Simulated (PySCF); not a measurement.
## Dipole response of La (lanthanum, neutral)

[Xe] 5d1 6s2, 2D determinant. Calculation: PySCF 2.14, in def2-QZVPPD with the def2 core potential (46 electrons) (7s5p4d3f2g, 81 functions); a scalar-relativistic core potential. Coupled (time-dependent) response in atomic units; α is the mean over directions.

| method | mean α (bohr³) | α xx, yy, zz | C₆ (like pair) | S(−4) |
| --- | --- | --- | --- | --- |
| PBE | 191.2 | 187.2, 187.2, 199.1 | 3259 | 17890 |
| PBE0 | 204.1 | 198.9, 198.9, 214.6 | 3544 | 20950 |
| BLYP | 184.2 | 181.1, 181.1, 190.3 | 3127 | 15830 |

S(−4) is the Cauchy moment in α(ω) = α(0) + S(−4) ω² + …

Reference α: 215 ± 20 bohr³ (recommended; Schwerdtfeger and Nagle, table of static dipole polarizabilities (2023 update)). Published C₆: 3730 (Gould and Bucko (2016)).

Spin-orbit coupling is absent.

α(iu) at BLYP:

| u (hartree) | α(iu) (bohr³) |
| --- | --- |
| 0 | 184.2 |
| 0.0500 | 152.7 |
| 0.100 | 104.6 |
| 0.200 | 52.75 |
| 0.300 | 32.63 |
| 0.500 | 17.39 |
| 0.750 | 10.41 |
| 1.00 | 7.079 |
| 1.50 | 3.902 |
| 2.00 | 2.449 |
| 3.00 | 1.204 |
| 5.00 | 0.4623 |

The components differ because the open shell of this determinant is not spherical; for a pure term their mean is the scalar polarisability.

⟨L²⟩ = 8.56 against 6 for a pure D term, so this real determinant mixes terms. Energies and moments cover only the electrons outside the core potential. Spin-orbit coupling, absent here, splits the open shell strongly. ⟨S²⟩ = 1.39 against 0.75 shows spin contamination. The s, p, d and f populations moved away from the nominal configuration during the SCF.
